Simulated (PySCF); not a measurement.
Species: Ge(OH)2Me2, C₂H₈GeO₂.
Bonds: Ge1–O2, Ge1–O4, Ge1–C6, Ge1–C10. Hydrogens: H3 on O2; H5 on O4; H7, H8, H9 on C6; H11, H12, H13 on C10.

Computed with PySCF 2.14.0, PBE0-D3(BJ)/def2-SVP geometry optimisation, gas phase.

Problem. List the bond lengths, angles and torsions at this level.

Solution. 
```json
{"bond": "Ge1–O2, Ge1–O4", "length (bohr)": "3.372"}
{"bond": "Ge1–C6, Ge1–C10", "length (bohr)": "3.656"}
{"bond": "O2–H3, O4–H5", "length (bohr)": "1.820"}
{"bond": "C6–H7 and 5 like bonds", "length (bohr)": "2.078"}
```

Bonds in one row agree within 0.02 bohr and their mean is given. A selection of angles:
```json
{"angle": "O2–Ge1–O4", "degrees": "108.3"}
{"angle": "O2–Ge1–C6", "degrees": "112.1"}
{"angle": "O2–Ge1–C10", "degrees": "104.3"}
{"angle": "C6–Ge1–C10", "degrees": "116.1"}
{"angle": "Ge1–O2–H3", "degrees": "112.1"}
{"angle": "Ge1–C6–H7", "degrees": "110.2"}
{"angle": "Ge1–C6–H8", "degrees": "110.7"}
{"angle": "H7–C6–H8", "degrees": "109.0"}
{"angle": "H7–C6–H9", "degrees": "108.2"}
```

Dihedral angles: H3–O2–Ge1–O4 61° (synclinal); H5–O4–Ge1–O2 61° (synclinal). The mirror-image conformer, all signs reversed, is as good.

Ge1 (germanium bonded to 2 C and 2 O) is distorted tetrahedral (angles from 104.0° to 116.1°). O2 (oxygen bonded to Ge and H) is bent (angle 112.1°).

Point group: C2 (every atom within 0.08 Å of its image). PBE0-D3(BJ)/def2-SVP frequencies: not computed here. The numbers are those of one conformer (O4–Ge1–O2–H 61°, O2–Ge1–O4–H 61°).

Hardware: Arm Neoverse V2, one thread, no GPU, shared host with 192 logical CPUs at a one-minute load of 71. Cost: 41 s of wall time, 0.47 GiB resident at most. These figures are those of the optimisation.
